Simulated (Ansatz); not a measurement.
Ansatz results at the PBE0-D4/def2-TZVP geometry: HOMO–LUMO gap (ωB97M-V/def2-TZVPP) 11.17 eV; HOMO energy (ωB97M-V/def2-TZVPP) -8.90 eV; HOMO energy (B3LYP/def2-TZVPP) -6.36 eV.

Each molecule was computed in one conformer, which needn't be the lowest.

(1) Which molecule gave them?
A. `CNCSC`
B. `CCNCS`
C. `O/C([SiH3])=C(\O)S`
D. `[BH2][GaH2]`

Answers

(1) B. The others give `O/C([SiH3])=C(\O)S`: 10.04, -8.40, -6.04; `[BH2][GaH2]`: 9.48, -9.77, -7.43; `CNCSC`: 10.82, -8.39, -5.92.

B3LYP here is the variant with VWN-RPA as its local correlation; programs differ in this.
